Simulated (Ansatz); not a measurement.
Molecule: ZnF2 (charge -1, doublet). The spin state was set by rule; other spins were not relaxed. 
Coordinates optimised at B3LYP-D3(BJ)/def2-TZVP (Ansatz, a program for electronic structure):
```
Zn
F 1 1.8925
F 1 1.8925 2 118.78
```
Charge -1, spin multiplicity 2.

Basis-set convergence of Hartree-Fock and CCSD correlation energies (hartree) with Ansatz. Correlated levels leave the core frozen unless marked. UHF or UKS for open shells. Spin-orbit coupling is left out. The frozen core is the preceding noble-gas configuration, with the filled d and f shells of earlier blocks. No relativistic terms.

| basis | functions | E(HF) | E(corr, CCSD) |
|---|---|---|---|
| def2-SVPD | 80 | -1976.38474 | -0.69495 |
| def2-TZVPPD | 147 | ___ | ___ |

### Question
Complete the blanks.

### Answer

- def2-TZVPPD, E(HF): -1976.85468
- def2-TZVPPD, E(corr, CCSD): -0.97111
